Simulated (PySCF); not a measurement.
Numbering as in the mapped SMILES `[O:1]=[C:2]=[N:3][c:4]1[cH:5][cH:6][cH:7][cH:8][c:9]1[F:10]`. Each H is labelled by its parent atom.

PySCF 2.14.0 with density-fitted response routines calculation with B97-2/pcSseg-2 with gauge-including orbitals and geometry from PBE0-D3(BJ)/def2-TZVP; isolated molecule, single conformer, no relativistic terms.

Shifts are taken against calculated references (same method and geometry level): 13C and 1H against TMS; 17O against H2O; 15N vs NH3; CFCl3 for 19F.

```json
{"atoms": "C7", "nucleus": "13C", "count": "1", "δ (ppm)": "?"}
{"atoms": "N3", "nucleus": "15N", "count": "1", "δ (ppm)": "58.3"}
{"atoms": "C6", "nucleus": "13C", "count": "1", "δ (ppm)": "?"}
{"atoms": "F10", "nucleus": "19F", "count": "1", "δ (ppm)": "-125.0"}
{"atoms": "O1", "nucleus": "17O", "count": "1", "δ (ppm)": "167.1"}
{"atoms": "H(C5)", "nucleus": "1H", "count": "1", "δ (ppm)": "7.30"}
{"atoms": "C5", "nucleus": "13C", "count": "1", "δ (ppm)": "?"}
{"atoms": "C2", "nucleus": "13C", "count": "1", "δ (ppm)": "135.5"}
{"atoms": "H(C7)", "nucleus": "1H", "count": "1", "δ (ppm)": "7.34"}
{"atoms": "C8", "nucleus": "13C", "count": "1", "δ (ppm)": "121.5"}
{"atoms": "H(C8)", "nucleus": "1H", "count": "1", "δ (ppm)": "7.32"}
{"atoms": "C4", "nucleus": "13C", "count": "1", "δ (ppm)": "130.8"}
{"atoms": "C9", "nucleus": "13C", "count": "1", "δ (ppm)": "168.6"}
{"atoms": "H(C6)", "nucleus": "1H", "count": "1", "δ (ppm)": "?"}
```

Q: Estimate the values marked ?.

A: 
- C7: 132.2 ppm, aromatic CH; the aromatic region
- C5: 132.0 ppm, aromatic CH; the aromatic region
- C6: 130.6 ppm, aromatic CH; the aromatic region
- H(C6): 7.29 ppm, hydrogen on an aromatic CH; ring-current deshielding

Shifts are as computed. Against solution values, carbons near 30 ppm lie about +3 ppm off and those near 130 ppm about +7 ppm. Of 1309 compounds with measured shifts, 239 miss one by over three times the rms of a fit or turn the order of signals round; such compounds aren't used in these exercises. Unscaled 19F shifts against computed CFCl3 carry errors that often reach 10 to 50 ppm. Experimental scales use liquid or dissolved standards, which lie at an offset from isolated NH3 (liquid NH3: subtract about 20 ppm) and H2O (liquid H2O: subtract about 36 ppm).
